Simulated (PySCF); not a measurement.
`C[SeH]=O`, CH$_{4}$OSe

Cartesian coordinates in Å; atom numbers follow the order of the lines, from 1:
```xyz
7

C    -0.5084    0.3269    0.0067
Se    1.3526    0.3175    0.6057
O     1.9014   -1.1805    0.2379
H    -0.8992    1.3540   -0.0224
H    -1.0768   -0.2810    0.7226
H    -0.5352   -0.1431   -0.9848
H     1.7345    1.2190   -0.5578
```

Theory: GIAO LC-wPBE/pcSseg-2 magnetisability, rotational g tensor and spin-rotation constants, non-relativistic, gas phase (PySCF 2.14.0). Geometry: PBE0-D3(BJ)/def2-SVP.

The calculation is non-relativistic, which matters for the atoms heavier than Zn.

Task: Give the nuclear spin-rotation constants along the inertial axes (H = +C I·J) beside the isotropic shieldings.

Result: Rotational constants 15.7217, 7.0900, 5.2615 GHz. A star marks the isotopologue with that one atom substituted, in its own axes.
```
atom  isotope  Caa (kHz)  Cbb (kHz)  Ccc (kHz)  mean (kHz)  σ (ppm)
  H4       1H     -0.517     -0.363     -0.583      -0.488     29.6
  H5       1H     -1.546     -0.603     -0.004      -0.718     29.1
  H6       1H     -1.571     -0.206     -0.257      -0.678     28.8
  H7       1H     -1.421     -0.533      0.338      -0.538     23.8
  C1     13C*      1.943      1.030      1.037       1.337    157.2
 Se2    77Se*     37.154     13.018     14.083      21.418   1039.0
  O3     17O*     -1.918     -0.631     -0.133      -0.894    300.4
```
For the geometry as given, no vibrational averaging.
